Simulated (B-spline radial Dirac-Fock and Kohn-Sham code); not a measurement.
**Kohn-Sham estimates against Dirac-Fock for the levels of Se¹⁰⁺**

System: Se¹⁰⁺ in the configuration 1s2 2s2 2p6 3s2 3p6 3d6.

The density-functional columns are spherical, spin-unpolarised Dirac-Kohn-Sham results without Breit or QED terms: −ε is minus the orbital energy of the initial state and ΔSCF the difference of two total energies. The reference in the last column comes from Dirac-Fock energy differences between relaxed states, corrected for Breit and QED terms. All numbers are from a B-spline atomic structure program, in eV; a selection of levels is shown. The Kohn-Sham columns are given as differences from the reference. For the 1s level of heavy atoms much of the gap between ΔSCF and the reference is the Breit and QED part, -27.4 eV here; for other levels the error of the functional can be larger.

| level | LDA −ε − DF | LDA ΔSCF − DF | Dirac-Fock |
| --- | --- | --- | --- |
| K (1s) | -198.6 | +24.2 | 12929.2 |
| L1 (2s) | -75.3 | -30.4 | 1931.9 |
| L2 (2p1/2) | -55.6 | -2.6 | 1748.9 |
| L3 (2p3/2) | -56.3 | -4.4 | 1707.8 |
| M1 (3s) | -33.4 | -14.3 | 473.4 |
| M2 (3p1/2) | -24.1 | -4.9 | 407.8 |
| M3 (3p3/2) | -24.1 | -5.1 | 401.0 |
| M4,5 (3d) | -17.7 | +1.9 | 297.3 |

Values without a named source are computed, but for edge energies of neutral atoms, which are taken from tables.
